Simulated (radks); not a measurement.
Values are calculated unless marked as measured or tabulated.
Question: These are the eigenvalues of the occupied orbitals of an atom or ion with whole-number occupations (eV). Level of theory: non-relativistic Kohn-Sham, r2SCAN, spin-unpolarised, spherical densities, point nucleus; meta-GGA in the generalised Kohn-Sham scheme (a radial shooting solver on a logarithmic mesh with Libxc functionals).

1s: -622.2271
2s: -100.1370
6p: -5.9124

Which element is it, and in what charge state? The configuration may be excited.

Answer: Z = 8, oxygen, charge +3: O3+ in [He] 2s2 6p1. The list shows which subshells hold electrons but not how many an open one holds; the 1s level, -22.866 hartree, gives Z - s = 6.8 by -(Z - s)^2/2, which with screening narrows Z to a few neighbours, and the depths of the outer levels then fix element, charge and occupations together.
